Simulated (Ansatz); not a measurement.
Relaxation of GaH8NSi (11 atoms, charge 0, multiplicity 1), to a largest force component of 0.03 eV/Å in at most 50 steps.

Method: RKS PBE0-D4/def2-SVP in Ansatz 0.2.0.

```xyz
11
Properties=species:S:1:pos:R:3
Ga 0.043 -0.348 0.175
N 0.058 -0.587 2.043
H -0.775 -0.690 2.611
H 0.878 -0.438 2.618
H 1.434 -0.100 -0.491
H -1.349 -0.469 -0.524
Si -0.391 3.026 1.138
H -1.759 3.309 0.607
H -0.215 3.739 2.445
H 0.624 3.533 0.165
H -0.218 1.575 1.373
```

Problem. Where does it end, and by what steps?

Solution. The run converged. The force dipped under the threshold on the way, but the program's further checks kept it going. After 25 steps the energy has fallen by 0.286 eV; H4 moved furthest, 1.16 Å.

```json
{"step": "0", "energy less start (eV)": "0.0000", "largest force component (eV/Å)": "1.360", "accepted": "yes"}
{"step": "1", "energy less start (eV)": "-0.1542", "largest force component (eV/Å)": "0.649", "accepted": "yes"}
{"step": "2", "energy less start (eV)": "-0.2067", "largest force component (eV/Å)": "0.433", "accepted": "yes"}
{"step": "3", "energy less start (eV)": "-0.2291", "largest force component (eV/Å)": "0.251", "accepted": "yes"}
{"step": "4", "energy less start (eV)": "-0.2375", "largest force component (eV/Å)": "0.291", "accepted": "yes"}
{"step": "5", "energy less start (eV)": "-0.2478", "largest force component (eV/Å)": "0.120", "accepted": "yes"}
{"step": "6", "energy less start (eV)": "-0.2543", "largest force component (eV/Å)": "0.066", "accepted": "yes"}
{"step": "7", "energy less start (eV)": "-0.2571", "largest force component (eV/Å)": "0.396", "accepted": "yes"}
{"step": "8", "energy less start (eV)": "-0.2635", "largest force component (eV/Å)": "0.158", "accepted": "yes"}
{"step": "9", "energy less start (eV)": "-0.2673", "largest force component (eV/Å)": "0.039", "accepted": "yes"}
{"step": "10", "energy less start (eV)": "-0.2693", "largest force component (eV/Å)": "0.184", "accepted": "yes"}
{"step": "11", "energy less start (eV)": "-0.2702", "largest force component (eV/Å)": "0.138", "accepted": "yes"}
{"step": "12", "energy less start (eV)": "-0.2725", "largest force component (eV/Å)": "0.080", "accepted": "yes"}
{"step": "13", "energy less start (eV)": "-0.2737", "largest force component (eV/Å)": "0.031", "accepted": "yes"}
{"step": "14", "energy less start (eV)": "-0.2750", "largest force component (eV/Å)": "0.032", "accepted": "yes"}
{"step": "15", "energy less start (eV)": "-0.2752", "largest force component (eV/Å)": "0.131", "accepted": "yes"}
{"step": "16", "energy less start (eV)": "-0.2767", "largest force component (eV/Å)": "0.069", "accepted": "yes"}
{"step": "17", "energy less start (eV)": "-0.2785", "largest force component (eV/Å)": "0.017", "accepted": "yes"}
{"step": "18", "energy less start (eV)": "-0.2805", "largest force component (eV/Å)": "0.176", "accepted": "yes"}
{"step": "19", "energy less start (eV)": "-0.2800", "largest force component (eV/Å)": "0.144", "accepted": "no"}
{"step": "20", "energy less start (eV)": "-0.2831", "largest force component (eV/Å)": "0.029", "accepted": "yes"}
{"step": "21", "energy less start (eV)": "-0.2842", "largest force component (eV/Å)": "0.039", "accepted": "yes"}
{"step": "22", "energy less start (eV)": "-0.2848", "largest force component (eV/Å)": "0.064", "accepted": "yes"}
{"step": "23", "energy less start (eV)": "-0.2852", "largest force component (eV/Å)": "0.034", "accepted": "yes"}
{"step": "24", "energy less start (eV)": "-0.2855", "largest force component (eV/Å)": "0.013", "accepted": "yes"}
{"step": "25", "energy less start (eV)": "-0.2857", "largest force component (eV/Å)": "0.014", "accepted": "yes"}
```

```xyz
11
Properties=species:S:1:pos:R:3
Ga 0.254 -0.127 0.554
N 0.004 -1.255 1.950
H -0.901 -1.580 2.265
H 0.749 -1.592 2.548
H 1.726 0.267 0.205
H -1.023 0.303 -0.246
Si -0.502 3.314 0.968
H -1.988 3.196 0.965
H -0.089 4.567 1.667
H 0.022 3.311 -0.428
H 0.080 2.146 1.710
```

Run time: 70 s on 2 threads of Arm Neoverse V1, with other jobs on the host, peak memory 0.23 GiB.
